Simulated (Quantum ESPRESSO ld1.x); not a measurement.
One sound ld1.x (Quantum ESPRESSO 7.5) input for the manganese ion Mn3+ gives E = -1154.1874 hartree in 36 iterations:

```
 &input
    zed=25.0,
    iswitch=1,
    rel=1,
    lsd=1,
    dft='PW',
    config='[Ar] 3d4',
    prefix='ld1',
    max_out_wfc=37,
    file_charge='ld1.rho',
 /
```

Changed or added lines, one case at a time, and what came of them:

- dx=0.06: inaccurate. The radial step is too large to integrate the orbitals; the run ends without a warning, but the energy is off by -0.0003115 hartree against the default mesh.
- atom='Xx' (without zed): crashed. The symbol names no element; the program warns, takes a nuclear charge of zero and dies without a result.
- dft='BLYP': silently wrong. The run ends normally, but in this build (ld1.x 7.5) Etot and Exc of a spin-polarised run lack the gradient corrections of exchange and correlation and come out near their LSDA values (nitrogen, PBE: -54.132 hartree against -54.536 from two other codes). The eigenvalues and orbitals are those of the GGA; the energies must not be used.
- xmin=-20.0: usable despite the warning. The mesh starts very near the nucleus, where rounding noise keeps the residual above the threshold; the energy differs from the sound run by less than 1e-5 hartree.
- config='[Ar] 3d4 3d4': not converged. The string holds 26 electrons for Z = 25, so the species has charge -1 and is not the one meant. The extra electrons are not bound, and the cycle does not converge.
- rel=2 relpert=.true. (without lsd): refused. The program stops in ld1_readin with "perturbative SO-splitting for AE calculations with rel=0 only": the perturbative correction needs rel = 0.
- iswitch=5: refused. The program stops in ld1_readin with "wrong iswitch": iswitch takes 1 to 4.
